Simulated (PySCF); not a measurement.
# Ba³⁶⁺: ionisation energy

Ba³⁶⁺ [Ar] 3d2 (3F) → Ba³⁷⁺ [Ar] 3d1 (2D), as a difference of total energies. Calculation: PySCF 2.14, in an uncontracted even-tempered set (18 s from 6.2 bohr⁻², ratio 2.5; 12 p from 8.1 bohr⁻², ratio 2.5; 7 d from 8.1 bohr⁻², ratio 2.5; 4 f from 28 bohr⁻², ratio 2.7; 3 g from 43 bohr⁻², ratio 2.7); scalar relativity by spin-free X2C-1e. Correlated levels: outer shells: [Ne] frozen; virtual orbitals above 40 to 60 times the deepest correlated orbital energy dropped. The calculations carry no spin-orbit coupling.

| method | ionisation energy (eV) |
| --- | --- |
| UHF | 2443.1 |
| PBE | 2442.9 |
| PBE0 | 2443.3 |
| r2SCAN | 2444.7 |
| M06-L | 2444.1 |
| MP2 (outer shells) | 2442.8 |
| SCS-MP2 (outer shells) | 2442.7 |

Problem. Estimate what LDA gives.

Solution. 2442.2 eV, closest to SCS-MP2 (outer shells) among the rows shown.

Problem. Estimate what B2PLYP gives.

Solution. 2443.4 eV, closest to PBE0 among the rows shown.

Spin-orbit coupling is strong in these open shells (close to jj coupling). The scalar numbers leave it out and a first-order estimate fails, so it can dominate the gap to the real levels.

Breit and QED terms and the two-electron picture change are absent.

For comparison: 2452 ± 5 eV (theoretical estimate listed by NIST; NIST Atomic Spectra Database, ionization energies).
